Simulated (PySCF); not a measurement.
**From computed data to an observable: oscillator strength and radiative lifetime**

Te(OH)(NH2) (H3NOTe), SMILES N[Te]O.

The structure is a stationary point at PBE0-D3(BJ)/def2-TZVP. The def2 effective core potentials stand for the cores of Te; spin–orbit coupling is left out. Other conformers were not sampled.

TDA-ωB97X/def2-SVPD in PySCF puts the first singlet state with f over 0.02 at 5.78 eV (vertical), with the transition dipole (-1.011, 0.115, 0.175) in atomic units.

Question: Find the oscillator strength, the wavelength and the radiative lifetime that this transition would have in vacuum if emission retraced absorption.

Answer: 
|μ|² = 1.0660 au, so |μ| = 2.62 D. ΔE = 5.78/27.211 = 0.2124 hartree. f = (2/3) ΔE |μ|² = 0.151 (the program prints 0.151).
λ = 1239.84/5.78 = 215 nm; ν = 46619 cm⁻¹.
Einstein's coefficient A = 0.6670 ν² f s⁻¹ (ν in cm⁻¹) = 2.2e8 s⁻¹, so τ = 1/A = 4.6 ns. This state is S3; the lower singlets have f = 0.002, 0.014. The figure is the radiative limit of this one transition; relaxation, internal conversion, crossing to triplets and a medium change what is measured.
